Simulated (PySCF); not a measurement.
Can point charges reproduce the dipole moment of `C#C[C@@H](CC)B(O)O`?

Coordinates (PBE0-D3(BJ)/def2-SVP, Å) and charges (e) from the PBE0/pcSseg-1 density (PySCF):

| atom | x | y | z | Mulliken | IAO | Hirshfeld | ESP-fitted |
| --- | --- | --- | --- | --- | --- | --- | --- |
| C1 | 1.795 | 2.435 | -0.103 | -0.4214 | -0.2797 | -0.1282 | -0.4007 |
| C2 | 1.029 | 1.531 | 0.164 | +0.2122 | -0.0194 | -0.0304 | -0.2226 |
| C3 | 0.171 | 0.384 | 0.425 | -0.4366 | -0.2914 | -0.0821 | +0.1429 |
| C4 | -1.081 | 0.395 | -0.486 | -0.2430 | -0.2245 | -0.0560 | +0.0851 |
| C5 | -2.156 | -0.594 | -0.066 | -0.2733 | -0.4128 | -0.1167 | -0.3576 |
| B6 | 1.039 | -0.954 | 0.278 | +0.6265 | +0.5204 | +0.2537 | +0.5943 |
| O7 | 2.297 | -0.944 | -0.232 | -0.4055 | -0.5507 | -0.2631 | -0.6867 |
| O8 | 0.496 | -2.137 | 0.668 | -0.4118 | -0.5428 | -0.2404 | -0.7343 |
| H9 | 2.442 | 3.265 | -0.319 | +0.0638 | +0.2005 | +0.0920 | +0.3009 |
| H10 | -0.169 | 0.434 | 1.476 | +0.1651 | +0.1720 | +0.0542 | +0.0609 |
| H11 | -1.497 | 1.416 | -0.484 | +0.1329 | +0.1381 | +0.0361 | +0.0255 |
| H12 | -0.769 | 0.203 | -1.526 | +0.1206 | +0.1298 | +0.0363 | +0.0073 |
| H13 | -3.014 | -0.549 | -0.753 | +0.1179 | +0.1391 | +0.0414 | +0.0900 |
| H14 | -1.775 | -1.624 | -0.053 | +0.1338 | +0.1497 | +0.0317 | +0.1112 |
| H15 | -2.527 | -0.366 | 0.946 | +0.1101 | +0.1328 | +0.0386 | +0.0777 |
| H16 | 2.577 | -0.042 | -0.446 | +0.2562 | +0.3721 | +0.1517 | +0.4265 |
| H17 | 1.110 | -2.866 | 0.523 | +0.2524 | +0.3667 | +0.1814 | +0.4795 |

Question: What dipole does each set of charges give (1 e·Å = 4.803 D), and what does the density give?

Answer: The full density gives (0.39, 0.16, -0.41) D, 0.59 D in size; dipole vectors point from the negative to the positive end.

```
    scheme     μx     μy     μz  size (D)  share of the full size (%)  angle to the full dipole (°)
  Mulliken  -1.63  -3.37   0.11      3.75                         640                           124
       IAO   0.32   0.16  -0.43      0.56                          95                             6
 Hirshfeld   0.12  -0.27  -0.06      0.30                          51                            81
ESP-fitted   0.38   0.14  -0.42      0.58                         100                             2
```

Question: Which set comes closest?

Answer: Length of the difference vector: ESP-fitted 0.03 D, IAO 0.07 D, Hirshfeld 0.62 D, Mulliken 4.10 D. Closest: ESP-fitted. 

Question: What is left for the Hirshfeld atoms' own dipoles?

Answer: The shares of the density sum to the whole, so what Σ q r misses lies in dipoles about the nuclei. The atomic dipoles sum to (0.39, 0.16, -0.41) − (0.12, -0.27, -0.06) = (0.27, 0.43, -0.35) D, 0.62 D in size.

Question: With the origin at the mean of the coordinates, (-0.002, -0.001, 0.001) Å, which are the largest single terms, by size, of the ESP-fitted dipole along the direction of the full one?

Answer: O7 -4.70, H16 +4.12, H9 +3.97, C1 -3.72, C5 +2.65 D; all 17 atoms together +0.58 D. The single terms depend on the origin, their sum doesn't.

Question: Give the size of the full dipole in other units.

Answer: 0.59 D = 0.230 au = 0.122 e·Å = 1.95 × 10⁻³⁰ C·m.

Geometry: PBE0-D3(BJ)/def2-SVP, one conformer, isolated molecule.

Conformer computed: `[CH:1]#[C:2][C@@H:3]([CH2:4][CH3:5])[B:6]([OH:7])[OH:8]`: C2–C3–C4–C5 -168°, C2–C3–B6–O7 -10°, H–O7–B6–C3 2°, H–O8–B6–C3 179°.
